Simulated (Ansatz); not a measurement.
`c1cc[c]([GeH2][c]2ccccc2)cc1`, one more setting.

```yaml
crystal:
  periodic: [false, false, false]
  atoms:
    - {symbol: C, position_ang: [0.280774, -3.916238, -0.683863]}
    - {symbol: C, position_ang: [-0.609029, -3.185335, -1.456918]}
    - {symbol: C, position_ang: [-1.133498, -1.995906, -0.972960]}
    - {symbol: C, position_ang: [-0.777556, -1.519144, 0.286773]}
    - {symbol: Ge, position_ang: [-1.468776, 0.180562, 0.938885]}
    - {symbol: C, position_ang: [-0.309567, 1.651201, 0.404615]}
    - {symbol: C, position_ang: [0.761457, 2.040303, 1.206139]}
    - {symbol: C, position_ang: [1.614073, 3.059167, 0.807421]}
    - {symbol: C, position_ang: [1.405034, 3.704851, -0.402117]}
    - {symbol: C, position_ang: [0.341236, 3.329816, -1.209064]}
    - {symbol: C, position_ang: [-0.508992, 2.310465, -0.806368]}
    - {symbol: C, position_ang: [0.115050, -2.265172, 1.053311]}
    - {symbol: C, position_ang: [0.642046, -3.455103, 0.573245]}
    - {symbol: H, position_ang: [0.690215, -4.847004, -1.059870]}
    - {symbol: H, position_ang: [-0.897352, -3.543762, -2.438850]}
    - {symbol: H, position_ang: [-1.832794, -1.437559, -1.587761]}
    - {symbol: H, position_ang: [-1.532610, 0.131801, 2.477310]}
    - {symbol: H, position_ang: [-2.869108, 0.410453, 0.339363]}
    - {symbol: H, position_ang: [0.935041, 1.547714, 2.157961]}
    - {symbol: H, position_ang: [2.442301, 3.351421, 1.443359]}
    - {symbol: H, position_ang: [2.069513, 4.502512, -0.714455]}
    - {symbol: H, position_ang: [0.171623, 3.834148, -2.153878]}
    - {symbol: H, position_ang: [-1.340498, 2.031647, -1.446367]}
    - {symbol: H, position_ang: [0.403219, -1.919809, 2.041451]}
    - {symbol: H, position_ang: [1.334497, -4.024927, 1.182840]}
basis:
  gaussian: {orbitals: pcseg-2, final_grid: {core_spheres: 8, valence_spheres: 7, degree: 23}}
hamiltonian: {xc: {name: CAM-B3LYP}}
accuracy: high
scf: {lower_state_search: light}
output: {forces: true}
```

```sh
$ ansatz run in.yaml --threads 11 --pin off --events-out ev --progress --plain --max-ram 174080MiB --backend cuda --devices 0, --max-vram 75GiB
```

Output, abridged:

```
Functional definition: CAM-B3LYP
10597 factors; integrals over basis functions are off by at most 9.1e-8 eV
1164 factors; integrals over basis functions are off by at most 2.0e-9 eV
mean field evaluation 1: about -69142.7037 eV, gradient 8.3e1 eV
mean field evaluation 2: about -69143.3586 eV, gradient 8.2e1 eV
mean field evaluation 4: about -69158.9949 eV, gradient 2.9e0 eV
mean field evaluation 8: about -69159.3827 eV, gradient 2.3e-1 eV
mean field evaluation 16: about -69159.3829 eV, gradient 1.8e-4 eV
mean field -69159.38286202 eV, -2541.5604422659 hartree, gradient 4.0e-8 eV, S^2 0.000000; 0 other end points of the search recorded, 0 dependent functions left out
reference -69159.38290155 eV, -2541.5604437187 hartree; 58, 58 occupied and 513, 513 virtual orbitals, 10597 factors
Total energy: -69159.38290155 eV, -2541.5604437187 hartree
Atom 0 at     0.280774    -3.916238    -0.683863 Å, force    -0.002707     0.004328     0.002489 eV/Å
Atom 1 at    -0.609029    -3.185335    -1.456918 Å, force     0.004984    -0.005030     0.002344 eV/Å
Atom 2 at    -1.133498    -1.995906    -0.972960 Å, force     0.011336    -0.029176     0.009520 eV/Å
Atom 3 at    -0.777556    -1.519144     0.286773 Å, force     0.030021    -0.093986    -0.029718 eV/Å
Atom 4 at    -1.468776     0.180562     0.938885 Å, force    -0.136494     0.016615     0.087344 eV/Å
Atom 5 at    -0.309567     1.651201     0.404615 Å, force     0.055327     0.083475    -0.024422 eV/Å
Atom 6 at     0.761457     2.040303     1.206139 Å, force     0.001002     0.027503    -0.017840 eV/Å
Atom 7 at     1.614073     3.059167     0.807421 Å, force     0.000986     0.004742    -0.006262 eV/Å
Atom 8 at     1.405034     3.704851    -0.402117 Å, force    -0.003485    -0.003938     0.001732 eV/Å
Atom 9 at     0.341236     3.329816    -1.209064 Å, force     0.006553     0.003457     0.003052 eV/Å
Atom 10 at    -0.508992     2.310465    -0.806368 Å, force     0.018820     0.023382     0.011789 eV/Å
Atom 11 at     0.115050    -2.265172     1.053311 Å, force    -0.007235    -0.024878    -0.019402 eV/Å
Atom 12 at     0.642046    -3.455103     0.573245 Å, force    -0.000476    -0.004361    -0.006854 eV/Å
Atom 13 at     0.690215    -4.847004    -1.059870 Å, force    -0.039826     0.089765     0.036554 eV/Å
Atom 14 at    -0.897352    -3.543762    -2.438850 Å, force     0.029479     0.032514     0.095287 eV/Å
Atom 15 at    -1.832794    -1.437559    -1.587761 Å, force     0.069369    -0.062428     0.057749 eV/Å
Atom 16 at    -1.532610     0.131801     2.477310 Å, force     0.000444     0.004915    -0.122794 eV/Å
Atom 17 at    -2.869108     0.410453     0.339363 Å, force     0.109710    -0.018356     0.052080 eV/Å
Atom 18 at     0.935041     1.547714     2.157961 Å, force    -0.013080     0.055499    -0.093726 eV/Å
Atom 19 at     2.442301     3.351421     1.443359 Å, force    -0.079519    -0.026477    -0.063135 eV/Å
Atom 20 at     2.069513     4.502512    -0.714455 Å, force    -0.064753    -0.076605     0.030397 eV/Å
Atom 21 at     0.171623     3.834148    -2.153878 Å, force     0.018489    -0.047114     0.091983 eV/Å
Atom 22 at    -1.340498     2.031647    -1.446367 Å, force     0.084552     0.034753     0.060833 eV/Å
Atom 23 at     0.403219    -1.919809     2.041451 Å, force    -0.026584    -0.041782    -0.097990 eV/Å
Atom 24 at     1.334497    -4.024927     1.182840 Å, force    -0.066911     0.053182    -0.061010 eV/Å
Dipole moment:     0.134232    -0.016619    -0.086041 e Å
```

Hardware: 11 threads of an AMD EPYC 7R13 on a shared host and a whole NVIDIA H100 80 GB. Wall time 17 s, peak host memory 2.8 GiB.
